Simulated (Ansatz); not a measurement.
Species: C3H6O2Si, charge 0, multiplicity 1. 
Geometry from a B3LYP-D3(BJ)/def2-TZVP (Ansatz, a first-principles code) optimisation:
```xyz
12

O     -1.1846     1.2390    -1.0355
C     -1.6667     0.1385    -0.9427
C     -0.9788    -1.0304    -0.2886
C      0.1846    -0.6387     0.6183
O      0.2719    -1.1290     1.7222
Si     1.5281     0.6347     0.0419
H     -2.6737    -0.0720    -1.3539
H     -1.6964    -1.6418     0.2646
H     -0.5849    -1.6594    -1.0997
H      1.6270     0.6845    -1.4326
H      2.8033     0.1478     0.6152
H      1.1974     1.9582     0.6044
```

Basis-set convergence of Hartree-Fock and CCSD(T) correlation energies (hartree) with Ansatz. Correlated levels leave the core frozen unless marked. Spin-orbit coupling is left out. Non-relativistic.

```
basis        functions       E(HF)  E(corr, CCSD(T))
-----------  ---------  ----------  ----------------
cc-pV(D+d)Z        123  -555.75030          -0.93831
cc-pV(T+d)Z        273  -555.83772          -1.14877
cc-pV(Q+d)Z        519  -555.86057          -1.21821
```

Extrapolating the two largest sets (X = 3 and 4) as X^-3: E(corr) = (64·(-1.21821) - 27·(-1.14877))/37 = -1.2689 Eh, an estimate of the basis-set limit. The largest set recovers 96.0 % of it, the smallest 73.9 %.
